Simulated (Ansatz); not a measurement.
# Nudged elastic band run: Cl3FH3NTa

input.yaml

```yaml
crystal:
  periodic: [false, false, false]
  atoms:
    - { symbol: Ta, position_ang: [-0.171054, 0.00793, -0.014625] }
    - { symbol: F, position_ang: [1.716867, 0.050955, 0.032194] }
    - { symbol: Cl, position_ang: [-0.212923, -0.129326, 2.330297] }
    - { symbol: Cl, position_ang: [-0.093885, -0.228565, -2.350802] }
    - { symbol: Cl, position_ang: [-1.467455, 1.926868, -0.088118] }
    - { symbol: "N", position_ang: [-1.164279, -1.693271, -0.00368] }
    - { symbol: H, position_ang: [-1.452644, -2.18125, 0.850163] }
    - { symbol: H, position_ang: [-1.408956, -2.217267, -0.84991] }
    - { symbol: H, position_ang: [4.829328, 0.073225, 0.094481] }
magnetization:
  spin_polarized: true
  initial_magnetization: 1
basis:
  gaussian: { orbitals: def2-SVP }
hamiltonian:
  xc: pbe
neb:
  order_check: false
  images: 9
  f_tol: 0.05
  max_iterations: 49
  final_atoms:
    - { symbol: Ta, position_ang: [-0.18498687, 0.21972369, -0.16032813] }
    - { symbol: F, position_ang: [1.91029826, -0.98209962, -0.2558479] }
    - { symbol: Cl, position_ang: [1.13275397, 0.77164321, 1.78788294] }
    - { symbol: Cl, position_ang: [0.11925091, 0.60660516, -2.43174619] }
    - { symbol: Cl, position_ang: [-2.00958005, 1.57315862, 0.31037034] }
    - { symbol: "N", position_ang: [-0.7400492, -1.64126776, 0.03550462] }
    - { symbol: H, position_ang: [-1.69895612, -1.96102215, 0.22260069] }
    - { symbol: H, position_ang: [-0.10900927, -2.44961512, -0.07464497] }
    - { symbol: H, position_ang: [2.15527737, -0.52782704, 0.56620861] }
  initial_path:
    images:
      - { positions_ang: [[-0.171054, 0.00793, -0.014625], [1.716867, 0.050955, 0.032194], [-0.212923, -0.129326, 2.330297], [-0.093885, -0.228565, -2.350802], [-1.467455, 1.926868, -0.088118], [-1.164279, -1.693271, -0.00368], [-1.452644, -2.18125, 0.850163], [-1.408956, -2.217267, -0.84991], [4.829328, 0.073225, 0.094481]] }
      - { positions_ang: [[-0.13687684, 0.00633956, -0.0117492], [1.8094596, 0.04091001, 0.02624674], [-0.17098477, -0.10329658, 2.35818799], [-0.07452891, -0.18302511, -2.37469039], [-1.42114488, 1.96920467, -0.07099619], [-1.14732772, -1.72881574, -0.0031332], [-1.5233119, -2.15779792, 0.82941429], [-1.30371378, -2.29303011, -0.82965899], [4.5434282, 0.05881021, 0.07637895]] }
      - { positions_ang: [[-0.10269968, 0.00474911, -0.00887341], [1.9020522, 0.03086503, 0.02029947], [-0.12904654, -0.07726715, 2.38607898], [-0.05517282, -0.13748522, -2.39857879], [-1.37483476, 2.01154134, -0.05387437], [-1.13037643, -1.76436047, -0.00258639], [-1.5939798, -2.13434584, 0.80866559], [-1.19847155, -2.36879322, -0.80940798], [4.25752839, 0.04439543, 0.0582769]] }
      - { positions_ang: [[-0.06852252, 0.00315867, -0.00599761], [1.99464479, 0.02082004, 0.01435221], [-0.08710831, -0.05123773, 2.41396997], [-0.03581673, -0.09194533, -2.42246718], [-1.32852465, 2.05387801, -0.03675256], [-1.11342515, -1.79990521, -0.00203959], [-1.66464769, -2.11089376, 0.78791688], [-1.09322933, -2.44455634, -0.78915697], [3.97162859, 0.02998064, 0.04017485]] }
      - { positions_ang: [[-0.03434536, 0.00156823, -0.00312181], [2.08723739, 0.01077506, 0.00840494], [-0.04517008, -0.02520831, 2.44186095], [-0.01646064, -0.04640544, -2.44635558], [-1.28221453, 2.09621468, -0.01963074], [-1.09647387, -1.83544995, -0.00149278], [-1.73531559, -2.08744168, 0.76716818], [-0.9879871, -2.52031945, -0.76890597], [3.68572878, 0.01556586, 0.0220728]] }
      - { positions_ang: [[-0.0001682, -2.222e-05, -0.00024601], [2.17982999, 0.00073007, 0.00245768], [-0.00323185, 0.00082112, 2.46975194], [0.00289545, -0.00086555, -2.47024397], [-1.23590441, 2.13855135, -0.00250893], [-1.07952258, -1.87099469, -0.00094598], [-1.80598349, -2.0639896, 0.74641947], [-0.88274488, -2.59608256, -0.74865496], [3.39982898, 0.00115107, 0.00397075]] }
      - { positions_ang: [[-0.03713194, 0.04392697, -0.03226244], [2.12592364, -0.19583587, -0.04920344], [0.22396531, 0.15498554, 2.33337814], [0.02616654, 0.12062859, -2.46254441], [-1.39063954, 2.0254728, 0.06006693], [-1.01162791, -1.8250493, 0.00634414], [-1.78457801, -2.04339611, 0.64165572], [-0.72799776, -2.56678907, -0.61385296], [3.15091866, -0.10464455, 0.11641832]] }
      - { positions_ang: [[-0.07409567, 0.08787615, -0.06427886], [2.0720173, -0.39240181, -0.10086455], [0.45116248, 0.30914995, 2.19700434], [0.04943763, 0.24212273, -2.45484486], [-1.54537466, 1.91239426, 0.12264278], [-0.94373323, -1.77910392, 0.01363426], [-1.76317254, -2.02280262, 0.53689196], [-0.57325064, -2.53749558, -0.47905096], [2.90200833, -0.21044017, 0.2288659]] }
      - { positions_ang: [[-0.1110594, 0.13182533, -0.09629528], [2.01811095, -0.58896774, -0.15252567], [0.67835964, 0.46331437, 2.06063054], [0.07270872, 0.36361688, -2.4471453], [-1.70010979, 1.79931571, 0.18521863], [-0.87583855, -1.73315853, 0.02092438], [-1.74176707, -2.00220913, 0.4321282], [-0.41850351, -2.50820209, -0.34424896], [2.65309801, -0.31623579, 0.34131347]] }
      - { positions_ang: [[-0.14802314, 0.17577451, -0.12831171], [1.96420461, -0.78553368, -0.20418679], [0.90555681, 0.61747879, 1.92425674], [0.09597982, 0.48511102, -2.43944575], [-1.85484492, 1.68623716, 0.24779449], [-0.80794388, -1.68721314, 0.0282145], [-1.72036159, -1.98161564, 0.32736444], [-0.26375639, -2.4789086, -0.20944696], [2.40418769, -0.42203141, 0.45376104]] }
      - { positions_ang: [[-0.18498687, 0.21972369, -0.16032813], [1.91029826, -0.98209962, -0.2558479], [1.13275397, 0.77164321, 1.78788294], [0.11925091, 0.60660516, -2.43174619], [-2.00958005, 1.57315862, 0.31037034], [-0.7400492, -1.64126776, 0.03550462], [-1.69895612, -1.96102215, 0.22260069], [-0.10900927, -2.44961512, -0.07464497], [2.15527737, -0.52782704, 0.56620861]] }
```

Command:

```bash
$ ansatz run input.yaml --threads 4 --pin off --max-ram 5120MiB --backend cpu --events-out ev --progress --plain --runs-dir out
```

Output, in part (warnings, iteration lines, the closing report on the highest movable image, with atoms numbered from 0):

```
NEB end point (image 0): max|allowed force component| = 5.117e-3 eV/Å (the criterion of neb.relax_end_points is 1.000e-2)
NEB end point (image 10): max|allowed force component| = 2.567e-2 eV/Å (the criterion of neb.relax_end_points is 1.000e-2)
NEB iter   1: max|band force component| = 5.293e0 eV/Å  barrier→ = 1.9115 eV  barrier← = 2.4669 eV  Δτ_max = 0.2000 Å  (875 SCF iters)
NEB iter   2: max|band force component| = 1.977e0 eV/Å  barrier→ = 1.0261 eV  barrier← = 1.5815 eV  Δτ_max = 0.2000 Å  (383 SCF iters)
NEB iter   3: max|band force component| = 1.152e0 eV/Å  barrier→ = 0.7535 eV  barrier← = 1.3089 eV  Δτ_max = 0.2000 Å  (384 SCF iters)
NEB iter   4: max|band force component| = 1.612e0 eV/Å  barrier→ = 0.5146 eV  barrier← = 1.0700 eV  Δτ_max = 0.1011 Å  (364 SCF iters)
NEB iter   5: max|band force component| = 8.617e-1 eV/Å  barrier→ = 0.4815 eV  barrier← = 1.0369 eV  Δτ_max = 0.1006 Å  (348 SCF iters)
NEB iter   6: max|band force component| = 7.950e-1 eV/Å  barrier→ = 0.4626 eV  barrier← = 1.0180 eV  CI = image 4  Δτ_max = 0.2000 Å  (341 SCF iters)
NEB iter   7: max|band force component| = 8.112e-1 eV/Å  barrier→ = 0.5942 eV  barrier← = 1.1496 eV  CI = image 4  Δτ_max = 0.1013 Å  (377 SCF iters)
NEB iter   8: max|band force component| = 5.613e-1 eV/Å  barrier→ = 0.5920 eV  barrier← = 1.1474 eV  CI = image 4  Δτ_max = 0.1007 Å  (346 SCF iters)
NEB iter   9: max|band force component| = 4.333e-1 eV/Å  barrier→ = 0.5683 eV  barrier← = 1.1237 eV  CI = image 4  Δτ_max = 0.1009 Å  (343 SCF iters)
NEB iter  10: max|band force component| = 3.869e-1 eV/Å  barrier→ = 0.5437 eV  barrier← = 1.0991 eV  CI = image 4  Δτ_max = 0.1009 Å  (349 SCF iters)
NEB iter  11: max|band force component| = 2.952e-1 eV/Å  barrier→ = 0.5252 eV  barrier← = 1.0806 eV  CI = image 4  Δτ_max = 0.1010 Å  (344 SCF iters)
NEB iter  12: max|band force component| = 3.353e-1 eV/Å  barrier→ = 0.4982 eV  barrier← = 1.0536 eV  CI = image 4  Δτ_max = 0.1010 Å  (339 SCF iters)
NEB iter  13: max|band force component| = 2.121e-1 eV/Å  barrier→ = 0.4903 eV  barrier← = 1.0457 eV  CI = image 4  Δτ_max = 0.1004 Å  (331 SCF iters)
NEB iter  14: max|band force component| = 1.817e-1 eV/Å  barrier→ = 0.4776 eV  barrier← = 1.0330 eV  CI = image 4  Δτ_max = 0.0999 Å  (334 SCF iters)
NEB iter  15: max|band force component| = 2.547e-1 eV/Å  barrier→ = 0.4556 eV  barrier← = 1.0110 eV  CI = image 4  Δτ_max = 0.0499 Å  (342 SCF iters)
NEB iter  16: max|band force component| = 3.403e-1 eV/Å  barrier→ = 0.4387 eV  barrier← = 0.9941 eV  CI = image 4  Δτ_max = 0.0499 Å  (342 SCF iters)
NEB iter  17: max|band force component| = 4.191e-1 eV/Å  barrier→ = 0.4164 eV  barrier← = 0.9718 eV  CI = image 4  Δτ_max = 0.0907 Å  (338 SCF iters)
NEB iter  18: max|band force component| = 5.822e-1 eV/Å  barrier→ = 0.3566 eV  barrier← = 0.9120 eV  CI = image 4  Δτ_max = 0.0999 Å  (344 SCF iters)
NEB iter  19: max|band force component| = 8.828e-1 eV/Å  barrier→ = 0.2599 eV  barrier← = 0.8154 eV  CI = image 4  Δτ_max = 0.2000 Å  (342 SCF iters)
NEB iter  20: max|band force component| = 1.038e0 eV/Å  barrier→ = 0.0273 eV  barrier← = 0.5827 eV  CI = image 4  Δτ_max = 0.2000 Å  (372 SCF iters)
NEB iter  21: max|band force component| = 2.147e0 eV/Å  barrier→ = 0.0134 eV  barrier← = 0.5688 eV  CI = image 3  Δτ_max = 0.1992 Å  (368 SCF iters)
NEB iter  22: max|band force component| = 2.070e0 eV/Å  barrier→ = 0.0160 eV  barrier← = 0.5714 eV  CI = image 3  Δτ_max = 0.0996 Å  (370 SCF iters)
NEB iter  23: max|band force component| = 1.115e0 eV/Å  barrier→ = 0.0154 eV  barrier← = 0.5708 eV  CI = image 3  Δτ_max = 0.2000 Å  (352 SCF iters)
NEB iter  24: max|band force component| = 1.914e0 eV/Å  barrier→ = 0.0135 eV  barrier← = 0.5689 eV  CI = image 3  Δτ_max = 0.1003 Å  (362 SCF iters)
NEB iter  25: max|band force component| = 7.505e-1 eV/Å  barrier→ = 0.0129 eV  barrier← = 0.5683 eV  CI = image 3  Δτ_max = 0.1981 Å  (350 SCF iters)
NEB iter  26: max|band force component| = 9.979e-1 eV/Å  barrier→ = 0.0100 eV  barrier← = 0.5654 eV  CI = image 3  Δτ_max = 0.1003 Å  (365 SCF iters)
NEB iter  27: max|band force component| = 5.224e-1 eV/Å  barrier→ = 0.0083 eV  barrier← = 0.5637 eV  CI = image 3  Δτ_max = 0.1958 Å  (348 SCF iters)
NEB iter  28: max|band force component| = 1.737e0 eV/Å  barrier→ = 0.1043 eV  barrier← = 0.6597 eV  CI = image 4  Δτ_max = 0.1008 Å  (363 SCF iters)
NEB iter  29: max|band force component| = 1.784e0 eV/Å  barrier→ = 0.0389 eV  barrier← = 0.5943 eV  CI = image 4  Δτ_max = 0.2000 Å  (342 SCF iters)
NEB iter  30: max|band force component| = 1.933e0 eV/Å  barrier→ = 0.0087 eV  barrier← = 0.5641 eV  CI = image 3  Δτ_max = 0.1925 Å  (353 SCF iters)
NEB iter  31: max|band force component| = 1.078e0 eV/Å  barrier→ = 0.3560 eV  barrier← = 0.9114 eV  CI = image 4  Δτ_max = 0.2000 Å  (361 SCF iters)
NEB iter  32: max|band force component| = 1.078e0 eV/Å  barrier→ = 0.2245 eV  barrier← = 0.7799 eV  CI = image 4  Δτ_max = 0.1355 Å  (340 SCF iters)
NEB iter  33: max|band force component| = 2.791e-1 eV/Å  barrier→ = 0.1521 eV  barrier← = 0.7075 eV  CI = image 4  Δτ_max = 0.0937 Å  (337 SCF iters)
NEB iter  34: max|band force component| = 2.373e-1 eV/Å  barrier→ = 0.1515 eV  barrier← = 0.7069 eV  CI = image 4  Δτ_max = 0.0921 Å  (330 SCF iters)
NEB iter  35: max|band force component| = 1.037e-1 eV/Å  barrier→ = 0.1530 eV  barrier← = 0.7084 eV  CI = image 4  Δτ_max = 0.0439 Å  (331 SCF iters)
NEB iter  36: max|band force component| = 9.558e-2 eV/Å  barrier→ = 0.1518 eV  barrier← = 0.7072 eV  CI = image 4  Δτ_max = 0.0719 Å  (332 SCF iters)
NEB iter  37: max|band force component| = 1.428e-1 eV/Å  barrier→ = 0.1480 eV  barrier← = 0.7035 eV  CI = image 4  Δτ_max = 0.0359 Å  (335 SCF iters)
NEB iter  38: max|band force component| = 5.427e-2 eV/Å  barrier→ = 0.1466 eV  barrier← = 0.7020 eV  CI = image 4  Δτ_max = 0.0480 Å  (331 SCF iters)
NEB iter  39: max|band force component| = 7.473e-2 eV/Å  barrier→ = 0.1450 eV  barrier← = 0.7004 eV  CI = image 4  Δτ_max = 0.0239 Å  (326 SCF iters)
NEB iter  40: max|band force component| = 7.456e-2 eV/Å  barrier→ = 0.1441 eV  barrier← = 0.6995 eV  CI = image 4  Δτ_max = 0.0239 Å  (327 SCF iters)
NEB iter  41: max|band force component| = 7.797e-2 eV/Å  barrier→ = 0.1431 eV  barrier← = 0.6985 eV  CI = image 4  Δτ_max = 0.0119 Å  (330 SCF iters)
NEB iter  42: max|band force component| = 5.497e-2 eV/Å  barrier→ = 0.1426 eV  barrier← = 0.6980 eV  CI = image 4  Δτ_max = 0.0119 Å  (327 SCF iters)
NEB iter  43: max|band force component| = 3.727e-2 eV/Å  barrier→ = 0.1421 eV  barrier← = 0.6975 eV  CI = image 4  Δτ_max = 0.0000 Å  (886 SCF iters)
Total energy: -43346.94870471 eV, -1592.9709832810 hartree
Atom 0 at     0.129040    -0.059491    -0.437435 Å, force     0.007771    -0.001641    -0.008009 eV/Å
Atom 1 at     1.933331    -0.202318    -0.987077 Å, force    -0.004471    -0.002132    -0.006463 eV/Å
Atom 2 at     0.895063    -0.321673     1.818640 Å, force     0.009964    -0.018444    -0.005100 eV/Å
Atom 3 at    -0.617442    -0.177887    -2.653472 Å, force    -0.000479     0.000583     0.000486 eV/Å
Atom 4 at    -0.936527     1.943452     0.044380 Å, force     0.005023    -0.000911     0.003019 eV/Å
Atom 5 at    -0.921004    -1.695902    -0.116137 Å, force    -0.009523    -0.003848     0.009958 eV/Å
Atom 6 at    -0.954834    -2.211934     0.768482 Å, force    -0.000847    -0.001211     0.000789 eV/Å
Atom 7 at    -1.466607    -2.165505    -0.847573 Å, force     0.001226     0.008951    -0.004255 eV/Å
Atom 8 at     2.513980     0.500558     2.410194 Å, force    -0.008663     0.018653     0.009574 eV/Å
Dipole moment:    -0.288598    -0.409035     0.147038 e Å
```

The forces met the threshold. The profile has 2 maxima (images 4, 8) with wells between them (image 6): this band takes more than one step, which may be the mechanism or a detour left from its start path. A vibrational analysis at the climbing image gives one clearly imaginary mode, 668i cm⁻¹, and a faint second one (35i cm⁻¹) that may be numerical noise or a soft torsion: probably a first-order saddle point.

Final band (atoms are numbered from 1 in the order of the input):

```
image  path coordinate (Å)  energy (eV)  F2–H9 (Å)
    0                 0.00        0.000       3.11
    1                 1.34       -0.002       3.20
    2                 2.69       -0.001       3.33
    3                 4.03        0.000       3.69
    4                 5.38        0.142       3.52
    5                 6.39       -0.500       2.68
    6                 7.40       -0.521       1.78
    7                 8.41       -0.382       1.03
    8                 9.41       -0.276       0.99
    9                10.41       -0.372       0.97
   10                11.41       -0.555       0.97
```

The run took 26 min on 4 threads of Arm Neoverse V1 (shared host), peak memory 0.37 GiB.
